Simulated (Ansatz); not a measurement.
Si(CCH)2(F)(H) (C4H3FSi), SMILES C(#C)[SiH](F)C#C.

Geometry optimised at ωB97X-D3(BJ)/def2-SVP. The structure was generated by enumeration, and PubChem lists no compound with its InChIKey, so it may never have been made.

Two levels are set side by side: PBE/def2-SVPD (Ansatz, a first-principles code) and PBE0/def2-SVPD (Ansatz). Energy differences of separate SCF runs at the same geometry; the states with an electron removed or added have multiplicity 2 and 2. Differences are taken from unrounded values.

```csv
quantity,PBE
vertical ionisation energy (eV),10.23
vertical singlet–triplet gap (eV),4.84
```

Problem. These are the PBE values. What does PBE0 give? (An estimate is asked for; the answer gives what the named calculation found.)

Solution. 
```json
[
 {"quantity": "vertical ionisation energy (eV)", "PBE0": "10.54", "PBE minus PBE0": "-0.31"},
 {"quantity": "vertical singlet–triplet gap (eV)", "PBE0": "4.88", "PBE minus PBE0": "-0.04"}
]
```
